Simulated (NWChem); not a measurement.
The numbers come from NWChem runs, not from measurements. System: H7NSi2, charge 1, spin multiplicity 2, at the geometry of a parent with another charge or spin, in a state set for the comparison that need not be this species' ground state. Its SCF solution wasn't tested for a lower state. Level: UHF/def2-TZVP.

NWChem printed:

```
             Northwest Computational Chemistry Package (NWChem) 7.3.0
             --------------------------------------------------------

                                NWChem Input Module
                                -------------------

 Scaling coordinates for geometry "geometry" by  1.889725989
 (inverse scale =  0.529177249)

 Turning off AUTOSYM since
 SYMMETRY directive was detected!

                             Geometry "geometry" -> ""
                             -------------------------

 Output coordinates in angstroms (scale by  1.889725989 to convert to a.u.)

  No.       Tag          Charge          X              Y              Z
 ---- ---------------- ---------- -------------- -------------- --------------
    1 Si                  14.0000    -0.11371500    -0.07150000    -1.58450500
    2 N                    7.0000     0.52920400     0.32249700     0.00000000
    3 Si                  14.0000    -0.11371500    -0.07150000     1.58450500
    4 H                    1.0000     1.00649800    -0.44468500    -2.52045000
    5 H                    1.0000    -1.04915700    -1.23408700    -1.41145500
    6 H                    1.0000    -0.87487500     1.05965300    -2.23393500
    7 H                    1.0000     1.31465800     0.98275500     0.00000000
    8 H                    1.0000    -0.87487500     1.05965300     2.23393500
    9 H                    1.0000     1.00649800    -0.44468500     2.52045000
   10 H                    1.0000    -1.04915700    -1.23408700     1.41145500

 Effective nuclear repulsion energy (a.u.)     154.4114372340

            Nuclear Dipole moment (a.u.)
            ----------------------------
        X                 Y               Z
 ---------------- ---------------- ----------------
    -0.0000037795    -0.0000075589     0.0000000000

      Symmetry information
      --------------------

 Group name             Cs
 Group number              2
 Group order               2
 No. of unique centers     6

      Symmetry unique atoms

     1    2    4    5    6    7


 Summary of "ao basis" -> "" (spherical)
 ------------------------------------------------------------------------------
       Tag                 Description            Shells   Functions and Types
 ---------------- ------------------------------  ------  ---------------------
 *                         def2-tzvp                  on all atoms

 Summary of "ao basis" -> "ao basis" (spherical)
 ------------------------------------------------------------------------------
       Tag                 Description            Shells   Functions and Types
 ---------------- ------------------------------  ------  ---------------------
 Si                        def2-tzvp                13       37   5s5p2d1f
 N                         def2-tzvp                11       31   5s3p2d1f
 H                         def2-tzvp                 4        6   3s1p

                                 NWChem SCF Module
                                 -----------------

  ao basis        = "ao basis"
  functions       =   147
  atoms           =    10
  alpha electrons =    21
  beta  electrons =    20
  charge          =   1.00
  wavefunction    = UHF
  use symmetry    = T
  symmetry adapt  = T

 Summary of "ao basis" -> "ao basis" (spherical)
 ------------------------------------------------------------------------------
       Tag                 Description            Shells   Functions and Types
 ---------------- ------------------------------  ------  ---------------------
 Si                        def2-tzvp                13       37   5s5p2d1f
 N                         def2-tzvp                11       31   5s3p2d1f
 H                         def2-tzvp                 4        6   3s1p

      Symmetry analysis of basis
      --------------------------

        a'         81
        a"         66

 Forming initial guess at       0.1s

   Symmetry analysis of molecular orbitals - initial alpha
   -------------------------------------------------------

  Numbering of irreducible representations:

     1 a'          2 a"

  Orbital symmetries:

     1 a'          2 a"          3 a'          4 a'          5 a"
     6 a'          7 a"          8 a'          9 a"         10 a"
[...]
              MO Center=  8.8D-02, -4.5D-01,  7.4D-15, r^2= 5.6D+00
   Bfn.  Coefficient  Atom+Function         Bfn.  Coefficient  Atom+Function
  ----- ------------  ---------------      ----- ------------  ---------------
    15      0.232140   1 Si px               83      0.232140   3 Si px
   107      0.164132   4 H  s               137      0.164132   9 H  s

 Vector   19  Occ=1.000000D+00  E=-6.607968D-01  Symmetry=a"
              MO Center=  2.7D-01, -1.3D-01,  1.3D-14, r^2= 6.4D+00
   Bfn.  Coefficient  Atom+Function         Bfn.  Coefficient  Atom+Function
  ----- ------------  ---------------      ----- ------------  ---------------
    15      0.219431   1 Si px               83     -0.219431   3 Si px
   107      0.185969   4 H  s               137     -0.185969   9 H  s

 Vector   20  Occ=1.000000D+00  E=-6.572254D-01  Symmetry=a"
              MO Center= -6.6D-01, -1.7D-01,  2.2D-14, r^2= 5.0D+00
   Bfn.  Coefficient  Atom+Function         Bfn.  Coefficient  Atom+Function
  ----- ------------  ---------------      ----- ------------  ---------------
    16      0.229322   1 Si py               84     -0.229322   3 Si py
   113     -0.174281   5 H  s               143      0.174281  10 H  s

 Vector   21  Occ=0.000000D+00  E=-2.416489D-01  Symmetry=a'
              MO Center=  3.6D-01,  2.9D-01, -1.4D-14, r^2= 2.6D+00
   Bfn.  Coefficient  Atom+Function         Bfn.  Coefficient  Atom+Function
  ----- ------------  ---------------      ----- ------------  ---------------
    50      0.276016   2 N  py               49     -0.249127   2 N  px
    44      0.224452   2 N  py               47      0.218455   2 N  py
   120     -0.197774   6 H  s               132     -0.197774   8 H  s
    43     -0.175040   2 N  px               46     -0.170191   2 N  px

 Vector   22  Occ=0.000000D+00  E=-8.943270D-02  Symmetry=a'
              MO Center=  5.3D-01,  4.4D-01,  3.6D-14, r^2= 7.0D+00
   Bfn.  Coefficient  Atom+Function         Bfn.  Coefficient  Atom+Function
  ----- ------------  ---------------      ----- ------------  ---------------
    42      1.725127   2 N  s               126     -0.795384   7 H  s
    20     -0.581930   1 Si pz               88      0.581930   3 Si pz
    18     -0.341119   1 Si px               86     -0.341119   3 Si px
    19     -0.284572   1 Si py               87     -0.284572   3 Si py
   114     -0.206900   5 H  s               144     -0.206900  10 H  s

 Vector   23  Occ=0.000000D+00  E=-3.297552D-02  Symmetry=a'
              MO Center= -6.3D-01,  3.4D-01,  8.9D-13, r^2= 6.2D+00
   Bfn.  Coefficient  Atom+Function         Bfn.  Coefficient  Atom+Function
  ----- ------------  ---------------      ----- ------------  ---------------
   108     -0.958309   4 H  s               138     -0.958309   9 H  s
    18      0.929286   1 Si px               86      0.929286   3 Si px
   114      0.602707   5 H  s               144      0.602707  10 H  s
    20     -0.564659   1 Si pz               88      0.564659   3 Si pz
    49     -0.440731   2 N  px                5      0.230765   1 Si s

 center of mass
 --------------
 x =   0.01283850 y =   0.00632508 z =  -0.00000000

 moments of inertia (a.u.)
 ------------------
         627.817637603735         -14.227540268010           0.000000000000
         -14.227540268010         641.174529890753           0.000000000000
           0.000000000000           0.000000000000          73.683551839243

  Mulliken analysis of the total density
  --------------------------------------

    Atom       Charge   Shell Charges
 -----------   ------   -------------------------------------------------------
    1 Si  14    13.71   2.00  0.58  1.39  0.82  0.43  4.12  1.73  0.52  1.43  0.32  0.15  0.18  0.04
    2 N    7     7.29   0.82  1.16  0.53  0.95  0.10  1.45  1.78  0.48  0.00  0.02  0.00
    3 Si  14    13.71   2.00  0.58  1.39  0.82  0.43  4.12  1.73  0.52  1.43  0.32  0.15  0.18  0.04
    4 H    1     0.94   0.23  0.54  0.16  0.01
    5 H    1     0.95   0.23  0.55  0.16  0.01
    6 H    1     0.93   0.23  0.54  0.15  0.01
    7 H    1     0.66   0.24  0.37  0.01  0.04
    8 H    1     0.93   0.23  0.54  0.15  0.01
    9 H    1     0.94   0.23  0.54  0.16  0.01
   10 H    1     0.95   0.23  0.55  0.16  0.01

  Mulliken analysis of the alpha density
  --------------------------------------

    Atom       Charge   Shell Charges
 -----------   ------   -------------------------------------------------------
    1 Si  14     6.81   1.00  0.29  0.70  0.40  0.21  2.06  0.86  0.26  0.68  0.15  0.08  0.10  0.02
    2 N    7     4.17   0.41  0.58  0.28  0.49  0.05  0.92  1.12  0.31  0.00  0.01  0.00
    3 Si  14     6.81   1.00  0.29  0.70  0.40  0.21  2.06  0.86  0.26  0.68  0.15  0.08  0.10  0.02
    4 H    1     0.48   0.12  0.28  0.08  0.01
    5 H    1     0.47   0.12  0.27  0.08  0.01
    6 H    1     0.50   0.12  0.29  0.08  0.01
    7 H    1     0.31   0.11  0.17  0.00  0.02
    8 H    1     0.50   0.12  0.29  0.08  0.01
    9 H    1     0.48   0.12  0.28  0.08  0.01
   10 H    1     0.47   0.12  0.27  0.08  0.01

   Mulliken analysis of the beta density
   -------------------------------------

    Atom       Charge   Shell Charges
 -----------   ------   -------------------------------------------------------
    1 Si  14     6.90   1.00  0.29  0.70  0.42  0.22  2.06  0.86  0.27  0.74  0.17  0.07  0.08  0.01
    2 N    7     3.13   0.41  0.58  0.25  0.46  0.05  0.53  0.66  0.17  0.00  0.01  0.00
    3 Si  14     6.90   1.00  0.29  0.70  0.42  0.22  2.06  0.86  0.27  0.74  0.17  0.07  0.08  0.01
    4 H    1     0.45   0.11  0.26  0.08  0.01
    5 H    1     0.47   0.12  0.27  0.08  0.01
    6 H    1     0.43   0.11  0.25  0.07  0.01
    7 H    1     0.36   0.13  0.21  0.01  0.02
    8 H    1     0.43   0.11  0.25  0.07  0.01
    9 H    1     0.45   0.11  0.26  0.08  0.01
   10 H    1     0.47   0.12  0.27  0.08  0.01

   Mulliken analysis of the spin density
   -------------------------------------

    Atom       Charge   Shell Charges
 -----------   ------   -------------------------------------------------------
    1 Si  14    -0.08  -0.00 -0.00  0.00 -0.01 -0.01 -0.00  0.00 -0.01 -0.06 -0.02  0.01  0.01  0.01
    2 N    7     1.04   0.00 -0.00  0.03  0.03 -0.00  0.39  0.46  0.13 -0.00 -0.00 -0.00
    3 Si  14    -0.08  -0.00 -0.00  0.00 -0.01 -0.01 -0.00  0.00 -0.01 -0.06 -0.02  0.01  0.01  0.01
    4 H    1     0.03   0.01  0.02  0.00  0.00
    5 H    1     0.00   0.00  0.00 -0.00 -0.00
    6 H    1     0.06   0.01  0.04  0.01  0.00
    7 H    1    -0.05  -0.01 -0.04 -0.00  0.00
    8 H    1     0.06   0.01  0.04  0.01  0.00
    9 H    1     0.03   0.01  0.02  0.00  0.00
   10 H    1     0.00   0.00  0.00 -0.00 -0.00

       Multipole analysis of the density wrt the origin
       ------------------------------------------------

     L   x y z        total         alpha         beta         nuclear
     -   - - -        -----         -----         ----         -------
     0   0 0 0      1.000000    -21.000000    -20.000000     42.000000

     1   1 0 0      0.635564     -0.100618      0.736185     -0.000004
     1   0 1 0      0.578754     -0.024979      0.603740     -0.000008
     1   0 0 1      0.000000      0.000000     -0.000000      0.000000

     2   2 0 0    -22.260856    -29.632722    -27.657219     35.029086
     2   1 1 0      1.490296     -3.601957     -4.030160      9.122413
     2   1 0 1      0.000000      0.000000      0.000000      0.000000
     2   0 2 0    -23.214013    -25.760463    -24.322740     26.869190
     2   0 1 1     -0.000000     -0.000000      0.000000     -0.000000
     2   0 0 2    -17.038354   -183.210346   -180.110717    346.282709

 Task  times  cpu:        7.7s     wall:        7.7s

 Total times  cpu:        7.7s     wall:        7.7s
```

Q: Write an NWChem input that would produce this output.

A: One answer among several that fit: 
```
start mol
memory heap 200 mb stack 900 mb global 1100 mb
charge 1
geometry units angstroms nocenter noautoz
  Si    -0.113715    -0.071500    -1.584505
  N      0.529204     0.322497     0.000000
  Si    -0.113715    -0.071500     1.584505
  H      1.006498    -0.444685    -2.520450
  H     -1.049157    -1.234087    -1.411455
  H     -0.874875     1.059653    -2.233935
  H      1.314658     0.982755     0.000000
  H     -0.874875     1.059653     2.233935
  H      1.006498    -0.444685     2.520450
  H     -1.049157    -1.234087     1.411455
  symmetry group Cs
end
basis spherical
  * library def2-tzvp
end
scf
  uhf
  nopen 1
  maxiter 100
  thresh 1e-7
  semidirect memsize 60000000 filesize 0
  # guess.movecs holds the orbitals of an unrestricted PBE0 run
  vectors input guess.movecs output mol.movecs
end
task scf energy
```
